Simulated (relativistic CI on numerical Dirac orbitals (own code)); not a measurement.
# Ho XV: q coefficients and field-shift factors

Computed by Dirac-Coulomb-Breit CI, KLI orbitals optimised for each configuration, derivatives by finite differences, unscaled Slater integrals, QED left out (own radial code, finite nucleus).

Configuration list (outside the closed core [Kr] 4d10): 4f6 5s, 4f7. The list is cut by size and lacks configurations that can hold low levels.

With x = (α/α₀)² − 1 an excitation energy changes as ω = ω₀ + qx; K = 2q/ω₀ is the relative enhancement. Terms are leading LS components, so labels can repeat. The field-shift factor is F = δν/δ⟨r²⟩ for the transition from the lowest level.

Lowest level 4f6 5s 8F_1/2.

| Level | ω₀ (cm⁻¹) | q (cm⁻¹) | F (GHz/fm²) |
| --- | --- | --- | --- |
| 4f6 5s 8F_3/2 | 982.9 | 1476 | 0.0794 |
| 4f6 5s 8F_5/2 | 2413.4 | 3334 | 0.178 |
| 4f6 5s 8F_7/2 | 4129.2 | 5239 | 0.276 |
| 4f6 5s 8F_9/2 | 6012.1 | 7021 | 0.363 |
| 4f6 5s 8F_11/2 | 7978.8 | 8598 | 0.436 |
| 4f6 5s 8F_13/2 | 9966.7 | 9905 | 0.49 |
| 4f6 5s 6F_1/2 | 31038.1 | 2894 | -7.28 |
| 4f6 5s 6F_3/2 | 32538.2 | 6073 | -7.41 |
| 4f6 5s 6D_1/2 | 34359.2 | -1687 | -1.9 |
| 4f6 5s 6F_5/2 | 34646.2 | 9423 | -7.61 |
| 4f6 5s 6F_7/2 | 36931.5 | 12060 | -7.69 |
| 4f6 5s 6D_3/2 | 38050.6 | 2235 | -1.46 |
| 4f6 5s 6F_9/2 | 39199.4 | 13900 | -7.65 |
| 4f6 5s 6F_11/2 | 41343.1 | 14900 | -7.55 |
| 4f7 8S°_7/2 | 41893.0 | 184500 | -203 |
| 4f6 5s 6D_5/2 | 42716.8 | 6009 | -0.92 |
| 4f6 5s 6L_11/2 | 46056.1 | 1595 | -0.745 |
| 4f6 5s 6L_13/2 | 47460.9 | 3238 | -0.643 |
| 4f6 5s 6D_7/2 | 48052.0 | 9605 | -0.498 |
| 4f6 5s 6L_15/2 | 48959.9 | 5316 | -0.516 |
| 4f6 5s 6L_17/2 | 50318.0 | 6894 | -0.422 |
| 4f6 5s 6G_3/2 | 50616.0 | 4252 | -0.612 |
| 4f6 5s 6G_13/2 | 50725.7 | 3301 | -0.622 |

At this charge transitions that keep the count of f electrons are usually good to a few per cent. Terms inside the open d or f shell come out 10 to 20 % too wide with unscaled integrals. Levels and lines within the n = 5 or 6 shells can be off by up to 10 % or somewhat more, and those that change n by about 2 %, since core polarisation is missing. Levels that differ in their count of f electrons can be misplaced by several ten thousand cm⁻¹, since the correlation energy of f electrons is missing or only estimated; rates across such gaps can be off by orders of magnitude.

Question: Which transition from the lowest level has the largest |K|?

Answer: 4f7 8S°_7/2 at 41893.0 cm⁻¹, K = 8.81.
